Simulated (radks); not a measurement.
Bi2+, 81 electrons, occupied as [Hg] 6p1.

All-electron calculation, Dirac Kohn-Sham, PBE, spin-unpolarised, spherical densities, finite nucleus; open shells are shared between the two j in proportion to 2j + 1; Fermi nuclear charge, rms radius 5.5211 fm. Program: a radial shooting solver on a logarithmic mesh with Libxc functionals.

Energy parts (hartree):
total: -21574.0078
kinetic: 25198.7567
electron-nucleus: -54619.5315
Hartree: 8244.7941
exchange-correlation: -398.0272

Orbitals (lengths in bohr, moments of r in powers of bohr; <r^-3> diverges for s and p1/2):
orbital      occ.  eigenvalue (hartree)  <r^-3>  small-component weight
1s1/2           2             -3324.675       -                1.00e-01
2s1/2           2             -597.3952       -                2.32e-02
2p1/2           2             -574.2705       -                2.33e-02
2p3/2           4             -489.0338   24410                2.05e-02
3s1/2           2             -144.6773       -                7.84e-03
3p1/2           2             -134.1635       -                7.79e-03
3p3/2           4             -115.0793    5794                6.95e-03
3d3/2           4             -97.74973    1019                6.84e-03
3d5/2           6             -93.70320   826.9                6.61e-03
4s1/2           2             -33.70112       -                2.71e-03
4p1/2           2             -29.11681       -                2.62e-03
4p3/2           4             -24.41390    1435                2.29e-03
4d3/2           4             -16.93314   229.8                2.09e-03
4d5/2           6             -16.05519   182.1                2.01e-03
4f5/2           6              -6.34843   40.64                1.65e-03
4f7/2           8              -6.14665   38.46                1.62e-03
5s1/2           2              -6.42067       -                7.44e-04
5p1/2           2              -4.83007       -                6.57e-04
5p3/2           4              -3.92456   272.4                5.54e-04
5d3/2           4              -1.70091   29.86                3.66e-04
5d5/2           6              -1.58975   23.06                3.43e-04
6s1/2           2              -1.12602       -                1.30e-04
6p1/2    0.333333              -0.77885       -                9.20e-05
6p3/2    0.666667              -0.67919   29.62                7.50e-05

The highest occupied level is 6p3/2 at -18.482 eV. The density falls to 0.001 e/bohr^3 at r = 3.92 bohr. The electron density at the nucleus is 2.969e+06 e/bohr^3. Summed over all electrons, <r^2> = 49.65 bohr^2, which gives a Langevin (diamagnetic) susceptibility term of -39.3 x 10^-6 cm^3/mol. For comparison, the ionisation energy in NIST's Atomic Spectra Database is 25.571 eV (measured). In exact Kohn-Sham theory the highest level is minus the ionisation energy, but local and semilocal functionals leave it too shallow, through self-interaction and a potential that decays too fast; potentials with the right tail come closer.

Beside tabulated values, note that spin-unpolarised runs miss the spin-polarisation part of the exchange energy of open shells.
